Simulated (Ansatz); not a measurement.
Total energies of ClF$_{3}$Ti (`[F][Ti]([F])([F])[Cl]`).

```xyz
5

F    -1.519    0.901    0.028
Ti   -0.059   -0.036   -0.048
F    -0.380   -1.644    0.523
F     0.487   -0.111   -1.694
Cl    1.471    0.890    1.191
```

Total charge 0; spin multiplicity 1. Correlated methods include outer-core shells of Ti, which these sets cover unevenly. Scalar relativity is left out up to krypton. All single points use the PBE0-D4/def2-TZVP geometry. Basis def2-TZVPP, Ansatz 0.2.0.

RPA on PBE orbitals: Hartree–Fock energy of these orbitals -1606.51509 Eh, correlation -2.08615 Eh (frozen core).

```json
{"functional": "LDA (SPW92)", "energy without D4 (Eh)": "-1604.25823", "D4 term (kJ/mol)": "–"}
{"functional": "PBE", "energy without D4 (Eh)": "-1608.97807", "D4 term (kJ/mol)": "-11.0"}
{"functional": "revPBE", "energy without D4 (Eh)": "-1609.37468", "D4 term (kJ/mol)": "-28.4"}
{"functional": "B97M-V", "energy without D4 (Eh)": "-1609.21179", "D4 term (kJ/mol)": "–"}
{"functional": "PBE0", "energy without D4 (Eh)": "-1609.00330", "D4 term (kJ/mol)": "-9.3"}
{"functional": "B3LYP", "energy without D4 (Eh)": "-1609.67752", "D4 term (kJ/mol)": "-18.0"}
{"functional": "r2SCANh", "energy without D4 (Eh)": "-1609.44348", "D4 term (kJ/mol)": "-2.7"}
{"functional": "HSE06 (plane-wave form)", "energy without D4 (Eh)": "-1608.97583", "D4 term (kJ/mol)": "-8.8"}
{"functional": "BHLYP", "energy without D4 (Eh)": "-1609.48411", "D4 term (kJ/mol)": "-15.2"}
{"functional": "CAM-B3LYP", "energy without D4 (Eh)": "-1609.62376", "D4 term (kJ/mol)": "-9.6"}
{"functional": "LC-ωPBE", "energy without D4 (Eh)": "-1609.16790", "D4 term (kJ/mol)": "–"}
{"functional": "ωB97X-V", "energy without D4 (Eh)": "-1609.34275", "D4 term (kJ/mol)": "–"}
{"functional": "ωB97M-V", "energy without D4 (Eh)": "-1609.48774", "D4 term (kJ/mol)": "–"}
{"functional": "B2PLYP", "energy without D4 (Eh)": "-1609.20209", "D4 term (kJ/mol)": "–"}
```

Give the same for BLYP, r2SCAN, r2SCAN0, PBE-QIDH. (Estimate.)

Ansatz gave: 
```tsv
functional	energy without D4 (Eh)	D4 term (kJ/mol)
BLYP	-1609.67815	-23.7
r2SCAN	-1609.48328	-2.5
r2SCAN0	-1609.38725	-3.0
PBE-QIDH	-1608.76757	–
```

B3LYP takes the VWN-RPA correlation (the form of Gaussian; ORCA's B3LYP/G). HSE06 is the plane-wave form, built on full-range PBE exchange. The double hybrids freeze the cores in their second-order part.

LC-ωPBE has ω = 0.4 bohr⁻¹.
